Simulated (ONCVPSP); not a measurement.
Li: ONCV pseudisation with LDA (Perdew-Wang 92), scalar-relativistic reference atom.

lithium (Li), optimised norm-conserving Vanderbilt (ONCV), made with ONCVPSP 4.0.1 (LDA (Perdew-Wang 92), scalar-relativistic). Core none, reference 1s2 2s0.5 (charge +0.5). Waves: 1s+2s: rc 1.10 bohr, ncon 4, nbas 8, qcut 9.4 1/bohr, 2 projectors; p scattering state at 0.21 Ha: rc 0.95 bohr, ncon 4, nbas 7, qcut 8.4 1/bohr, 2 projectors, debl 2.1 Ha. Local part: polynomial inside 0.75 bohr (lpopt 1, dvloc0 1 Ha). Core correction: none.

Results:

```
Cutoffs needed           : 36 Ha and 44 Ha (the cutoffs (Ha) at which the residual kinetic energy of the hardest occupied pseudo-wave falls to 1 and 0.1 mHa per electron)
Ghost test               : no bound ghost flagged; no localised positive-energy state flagged
Largest excitation error : +865 meV (all-electron minus pseudo) for 1s1 2s1, out of 4 test configurations
```

Generation and tests took about 2.3 s on one core of a shared server CPU.
